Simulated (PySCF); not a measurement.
WSCl4, SMILES [Cl][W](=[S])([Cl])([Cl])[Cl], multiplicity 1. Atoms are numbered in the order given.

```xyz
6

W      0.0000     0.0000     0.0930
S      0.0000     0.0000     2.2376
Cl     0.0000     0.0000    -2.3101
Cl     1.9739    -1.1396    -0.0670
Cl    -1.9739    -1.1396    -0.0670
Cl     0.0000     2.2792    -0.0670
```
Charge 0, spin multiplicity 1.

Geometry: B3LYP-D3(BJ)/def2-SVP. The spin state was assumed, not searched. The isomer is the one that the SMILES or the coordinates give; other isomers of the formula were not compared. The def2 effective core potentials stand for the cores of W; spin–orbit coupling is left out.

These are PBE/def2-TZVP (PySCF) values and carry that method's errors.

Atomic charges (e):

| atom | Mulliken | Löwdin |
|---|---|---|
| W1 | ___ | -0.72 |
| S2 | ___ | 0.22 |
| Cl3 | ___ | -0.01 |
| Cl4 | ___ | 0.17 |
| Cl5 | ___ | 0.17 |
| Cl6 | ___ | 0.17 |

**Question.** Some entries are withheld; supply them. (An estimate is asked for; the answer gives what the named calculation found.)

**Answer.** 
- W1, Mulliken: 0.87
- S2, Mulliken: -0.10
- Cl3, Mulliken: -0.27
- Cl4, Mulliken: -0.17
- Cl5, Mulliken: -0.17
- Cl6, Mulliken: -0.17
